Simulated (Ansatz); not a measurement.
This geometry of C₂H₇BOSi (12 atoms, charge 0, multiplicity 1) is a first-order saddle point.

Method: RKS B3LYP-D4/STO-3G in Ansatz 0.2.0.

```xyz
12
Properties=species:S:1:pos:R:3
B 0.435 0.632 -2.165
Si 0.180 -0.643 -0.694
C -0.754 0.076 0.800
C 0.110 0.051 2.088
O -0.068 -0.718 3.060
H -0.072 1.690 -2.177
H 1.112 0.356 -3.083
H -0.570 -1.778 -1.196
H 1.460 -1.149 -0.246
H -1.034 1.120 0.593
H -1.676 -0.494 0.984
H 0.953 0.801 2.070
```

Q: Which two structures does it join? (They come from a converged band through this point; their orientation in space is the band's.)

A: No bond is made or broken. The dihedral H8–Si2–C3–C4 goes from 59 to -179°.

Initial state:

```xyz
12
Properties=species:S:1:pos:R:3
B -0.142 0.401 -2.361
Si 0.420 -0.399 -0.658
C -0.414 0.381 0.854
C 0.057 -0.286 2.174
O -0.617 -1.094 2.852
H -0.997 1.202 -2.431
H 0.373 0.082 -3.367
H 0.107 -1.814 -0.675
H 1.854 -0.281 -0.497
H -0.163 1.452 0.896
H -1.507 0.288 0.774
H 1.104 0.013 2.473
```

Final state:

```xyz
12
Properties=species:S:1:pos:R:3
B 0.865 0.636 -1.758
Si 0.033 -0.825 -0.743
C -0.902 -0.233 0.797
C 0.033 0.520 1.779
O 0.465 0.059 2.860
H 0.557 1.758 -1.605
H 1.684 0.415 -2.569
H -0.921 -1.488 -1.611
H 1.010 -1.812 -0.339
H -1.706 0.454 0.488
H -1.359 -1.088 1.316
H 0.318 1.550 1.417
```

Q: How far does it lie above each of them?

A: 1.3 kcal/mol above the first and 1.3 kcal/mol above the second. This is the barrier of this one path; another mechanism may lie lower. Limits of this set-up: minimal basis.

The run took 2.3 min on 1 thread of Arm Neoverse V1 (shared host), peak memory 0.1 GiB.
